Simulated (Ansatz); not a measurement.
Geometry optimisation of C$_{2}$H$_{3}$Cl$_{2}$Si (`[CH]=C[SiH](Cl)Cl`) radical.

```yaml
crystal:
  periodic: [false, false, false]
  atoms:
    - {symbol: C, position_ang: [0.562790, 1.616710, 0.449640]}
    - {symbol: C, position_ang: [-0.275150, 0.636810, 0.488440]}
    - {symbol: Si, position_ang: [-0.109540, -0.931900, -0.574120]}
    - {symbol: Cl, position_ang: [-0.348830, -2.523370, 0.652650]}
    - {symbol: Cl, position_ang: [1.700460, -0.998930, -1.445280]}
    - {symbol: H, position_ang: [0.767610, 2.566580, 0.882560]}
    - {symbol: H, position_ang: [-1.153720, 0.625300, 1.145070]}
    - {symbol: H, position_ang: [-1.143610, -0.991200, -1.598950]}
basis:
  gaussian: {orbitals: def2-TZVP}
magnetization: {spin_polarized: true, initial_magnetization: 1}
hamiltonian: {xc: pbe0, dispersion: d4}
relax: {f_tol: 0.005, max_steps: 150}
```

```sh
$ ansatz run in.yaml --threads 2 --pin off --events-out ev --progress --plain --max-ram 32768MiB --backend cuda --devices 0, --max-vram 18GiB
```

Output, abridged:

```
Functional definition: PBE0
mean field -35033.56151385 eV, -1287.4596390331 hartree, gradient 2.1e-5 eV, S^2 0.762727; 0 other end points of the search recorded, 0 dependent functions left out
relax step   1: F+E_penalty+E_count = -35033.77060677 eV  Δ(F+E_penalty+E_count) = +0.000e0 eV  max|allowed force component| = 1.143e0 eV/Å  Δτ_max = 0.0000 Å  (36 SCF iters, accepted)
mean field -35033.60314982 eV, -1287.4611691267 hartree, gradient 2.5e-5 eV, S^2 0.763118; 0 other end points of the search recorded, 0 dependent functions left out
relax step   2: F+E_penalty+E_count = -35033.81135806 eV  Δ(F+E_penalty+E_count) = -4.075e-2 eV  max|allowed force component| = 5.781e-1 eV/Å  Δτ_max = 0.0311 Å  (41 SCF iters, accepted)
mean field -35033.61103158 eV, -1287.4614587762 hartree, gradient 2.6e-5 eV, S^2 0.763377; 0 other end points of the search recorded, 0 dependent functions left out
relax step   3: F+E_penalty+E_count = -35033.82009383 eV  Δ(F+E_penalty+E_count) = -8.736e-3 eV  max|allowed force component| = 9.978e-2 eV/Å  Δτ_max = 0.0254 Å  (39 SCF iters, accepted)
mean field -35033.61239602 eV, -1287.4615089184 hartree, gradient 2.1e-5 eV, S^2 0.763405; 0 other end points of the search recorded, 0 dependent functions left out
relax step   4: F+E_penalty+E_count = -35033.82140401 eV  Δ(F+E_penalty+E_count) = -1.310e-3 eV  max|allowed force component| = 6.157e-2 eV/Å  Δτ_max = 0.0146 Å  (37 SCF iters, accepted)
mean field -35033.61305111 eV, -1287.4615329926 hartree, gradient 1.9e-5 eV, S^2 0.763475; 0 other end points of the search recorded, 0 dependent functions left out
relax step   5: F+E_penalty+E_count = -35033.82200149 eV  Δ(F+E_penalty+E_count) = -5.975e-4 eV  max|allowed force component| = 3.574e-2 eV/Å  Δτ_max = 0.0202 Å  (40 SCF iters, accepted)
mean field -35033.61315415 eV, -1287.4615367790 hartree, gradient 2.1e-5 eV, S^2 0.763481; 0 other end points of the search recorded, 0 dependent functions left out
relax step   6: F+E_penalty+E_count = -35033.82222461 eV  Δ(F+E_penalty+E_count) = -2.231e-4 eV  max|allowed force component| = 2.184e-2 eV/Å  Δτ_max = 0.0090 Å  (39 SCF iters, accepted)
mean field -35033.61326140 eV, -1287.4615407206 hartree, gradient 2.0e-5 eV, S^2 0.763470; 0 other end points of the search recorded, 0 dependent functions left out
relax step   7: F+E_penalty+E_count = -35033.82232768 eV  Δ(F+E_penalty+E_count) = -1.031e-4 eV  max|allowed force component| = 1.561e-2 eV/Å  Δτ_max = 0.0091 Å  (39 SCF iters, accepted)
mean field -35033.61325680 eV, -1287.4615405514 hartree, gradient 2.0e-5 eV, S^2 0.763477; 0 other end points of the search recorded, 0 dependent functions left out
relax step   8: F+E_penalty+E_count = -35033.82225817 eV  Δ(F+E_penalty+E_count) = +6.950e-5 eV  max|allowed force component| = 3.058e-2 eV/Å  Δτ_max = 0.0126 Å  (39 SCF iters, rejected (line search))
mean field -35033.61334046 eV, -1287.4615436260 hartree, gradient 2.0e-5 eV, S^2 0.763474; 0 other end points of the search recorded, 0 dependent functions left out
relax step   9: F+E_penalty+E_count = -35033.82239107 eV  Δ(F+E_penalty+E_count) = -6.339e-5 eV  max|allowed force component| = 3.236e-3 eV/Å  Δτ_max = 0.0061 Å  (40 SCF iters, accepted)
mean field -35033.61334009 eV, -1287.4615436122 hartree, gradient 2.0e-5 eV, S^2 0.763479; 0 other end points of the search recorded, 0 dependent functions left out
relax step  10: F+E_penalty+E_count = -35033.82240953 eV  Δ(F+E_penalty+E_count) = -1.846e-5 eV  max|allowed force component| = 3.619e-3 eV/Å  Δτ_max = 0.0080 Å  (38 SCF iters, accepted)
mean field -35033.61333918 eV, -1287.4615435789 hartree, gradient 1.4e-5 eV, S^2 0.763481; 0 other end points of the search recorded, 0 dependent functions left out
relax step  11: F+E_penalty+E_count = -35033.82242102 eV  Δ(F+E_penalty+E_count) = -1.149e-5 eV  max|allowed force component| = 5.232e-3 eV/Å  Δτ_max = 0.0055 Å  (32 SCF iters, accepted)
mean field -35033.61333893 eV, -1287.4615435695 hartree, gradient 1.8e-5 eV, S^2 0.763481; 0 other end points of the search recorded, 0 dependent functions left out
relax step  12: F+E_penalty+E_count = -35033.82242874 eV  Δ(F+E_penalty+E_count) = -7.725e-6 eV  max|allowed force component| = 4.962e-3 eV/Å  Δτ_max = 0.0034 Å  (31 SCF iters, accepted)
mean field -35033.61333893 eV, -1287.4615435695 hartree, gradient 2.0e-5 eV, S^2 0.763481; 1 other end points of the search recorded, 0 dependent functions left out
Total energy: -35033.82246030 eV, -1287.4692286384 hartree
Atom 0 at     0.596829     1.574410     0.459399 Å, force    -0.004135     0.001432     0.004962 eV/Å
Atom 1 at    -0.289078     0.619916     0.472082 Å, force     0.001218    -0.000361    -0.001585 eV/Å
Atom 2 at    -0.116971    -0.913746    -0.551635 Å, force     0.002429    -0.002843    -0.002383 eV/Å
Atom 3 at    -0.318299    -2.544001     0.669588 Å, force    -0.000332     0.000239     0.000682 eV/Å
Atom 4 at     1.702285    -0.957236    -1.468617 Å, force     0.000281     0.001167     0.000319 eV/Å
Atom 5 at     0.774139     2.540693     0.910820 Å, force     0.002219    -0.001576    -0.002764 eV/Å
Atom 6 at    -1.186853     0.699496     1.097432 Å, force    -0.000159     0.001924     0.001160 eV/Å
Atom 7 at    -1.162043    -1.019533    -1.589060 Å, force    -0.001520     0.000017    -0.000390 eV/Å
Dipole moment:    -0.232248     0.381992     0.131625 e Å
```

It took 32 s on 2 threads of an AMD EPYC 7R13 on a shared host and a share of an NVIDIA H100 80 GB, with 0.9 GiB of host memory at the peak.
